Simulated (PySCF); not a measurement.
## ¹⁵N chemical shifts

Method: shieldings: GIAO PBE0/pcSseg-1, geometry: GFN2-xTB, in PySCF 2.14 (equivalent nuclei averaged, isolated molecule, non-relativistic, one computed conformer).

Shieldings were converted by a linear fit to measured shifts: ¹⁵N: δ = -148.07 − 0.921σ (rms 6.3 ppm, 71 shifts vs CH3NO2, solution or neat liquid). A few per cent of atoms miss by over 2 rms, more outside the fitted compound classes.

Q: Give the ¹⁵N shifts of `CCC(N)CC`, `CCC(N)CC`, `C=CCN(C)[Si@H](O)C=C`.

A: 
```tsv
compound	environment	δ (ppm)
CCC(N)CC	amine nitrogen	-354.0
CCC(N)CC	amine nitrogen	-354.0
C=CCN(C)[Si@H](O)C=C	nitrogen bonded to 2 C, Si	-353.4
```

Q: Order these by ¹⁵N shift, lowest first.
A. Cl/C1=C/[SiH2]/C=C\CN[SiH2]1
B. C=C([SiH2]N)C(=O)CCC
C. N#C[C@@H]1[C@H](Cl)C[C@@H]1[SiH2][SiH3]

A: B (-385.2 ppm, nitrogen bonded to Si, 2 H), A (-357.4 ppm, nitrogen bonded to C, Si, H, in a 8-membered ring), C (-99.6 ppm, nitrile nitrogen).
